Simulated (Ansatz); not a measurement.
`[F][Ga@H-]1[OH+][Ga@@H-]([F])[OH+]1` from Hartree–Fock to CCSD(T)

```tsv
atom	x (Å)	y (Å)	z (Å)
F1	2.4909	0.0134	0.0634
Ga2	1.0643	-1.0174	-0.0275
O3	-0.1055	-0.1315	-1.3030
Ga4	-1.3314	0.6293	0.0002
F5	-0.8785	2.3295	0.1026
O6	-0.1701	-0.2689	1.2749
H7	1.1208	-2.5556	-0.1083
H8	0.3457	0.5338	-1.8329
H9	-2.7888	0.1319	-0.0630
H10	0.2525	0.3355	1.8939
```

Charge 0, multiplicity 1. Correlated methods include outer-core shells of Ga, which these sets cover unevenly. Scalar relativity is left out up to krypton. All single points use the PBE0-D4/def2-TZVP geometry. Frozen core, restricted reference, Ansatz.

```tsv
basis	HF (Eh)	MP2 corr.	CCSD corr.	(T)	CCSD(T) total
def2-SVP	-4196.87346	-1.18579	?	?	?
def2-TZVPP	-4197.81452	-1.45232	–	–	–
def2-QZVPP	?	?	–	–	–
```

Q: Fill in the withheld values. (Best estimate.)

A: Computed: def2-SVP CCSD corr.: -1.18458; def2-SVP (T): -0.02733; def2-SVP CCSD(T) total: -4198.08537; def2-QZVPP HF (Eh): -4197.91216; def2-QZVPP MP2 corr.: -2.03465.
